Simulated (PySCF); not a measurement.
Working out the ionisation energy of Cl⁺

Cl⁺ [Ne] 3s2 3p4 (3P) → Cl²⁺ [Ne] 3s2 3p3 (4S). All numbers are calculated (PySCF 2.14, the spin-free X2C one-electron Hamiltonian (Gaussian nucleus), in aug-cc-pVQZ-DK). Frozen: [Ne]. Energies in hartree (1 hartree = 27.21139 eV):

```
             part  Cl⁺ (lower)  Cl²⁺ (upper)
              UHF  -460.466850   -459.637078
MP2 opposite-spin    -0.106210     -0.076203
    MP2 same-spin    -0.029899     -0.026854
```

Problem. What does Hartree-Fock give?

Solution. (-459.637078) − (-460.466850) = 0.829772 hartree = 22.579 eV.

Problem. What do MP2 and SCS-MP2 (6/5 opposite-spin, 1/3 same-spin) give?

Solution. The opposite-spin parts differ by 0.817 eV and the same-spin parts by 0.083 eV. MP2: 22.579 + (0.817) + (0.083) = 23.479 eV. SCS-MP2: 22.579 + 1.2 × (0.817) + (0.083)/3 = 23.587 eV.

Measured between the centres of the two terms (NIST): 23.771 eV, so MP2 (valence) is off by -0.292 eV.

What remains against the reference includes basis incompleteness, the frozen core and correlation beyond second order.
